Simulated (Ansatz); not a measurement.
The same ligand exchange along the group F, Cl, Br, I.

Calculated with Ansatz (gas phase, PBE0-D4/def2-TZVP geometries, no zero-point term in ΔE). CCSD(T)/CBS adds triple-zeta CCSD(T) − MP2 to the extrapolated MP2 energy (def2 sets, frozen cores). This one scheme is used for every species. Functionals use def2-TZVPP. Elements past krypton have def2 core potentials. For Br, I, Li outer-core shells are correlated without core-valence functions, which leaves a few kJ/mol of doubt a bond. Scalar relativity is left out up to krypton. One conformer a species, not always the lowest.

```json
{"reaction": "`[Li][F]` + `C[Si](C)(C)O` → `[Li][O][Si](C)(C)C` + H–F", "LDA (SPW92) (kcal/mol)": "9.2", "CCSD(T)/def2-SVP (kcal/mol)": "5.1"}
{"reaction": "`[Li][Cl]` + `C[Si](C)(C)O` → `[Li][O][Si](C)(C)C` + HCl", "LDA (SPW92) (kcal/mol)": "16.6", "CCSD(T)/def2-SVP (kcal/mol)": "11.8"}
{"reaction": "`[Li][Br]` + `C[Si](C)(C)O` → `[Li][O][Si](C)(C)C` + HBr", "LDA (SPW92) (kcal/mol)": "19.3", "CCSD(T)/def2-SVP (kcal/mol)": "16.3"}
{"reaction": "`[Li][I]` + `C[Si](C)(C)O` → `[Li][O][Si](C)(C)C` + HI", "LDA (SPW92) (kcal/mol)": "19.4", "CCSD(T)/def2-SVP (kcal/mol)": "17.3"}
```

Q: Give the CCSD(T)/CBS values in the same order. (Estimate.)

A: The calculation gave: 7.3, 17.1, 20.4, 20.8 kcal/mol.

Largest T1 diagnostic: 0.013, for `[Li][F]`.
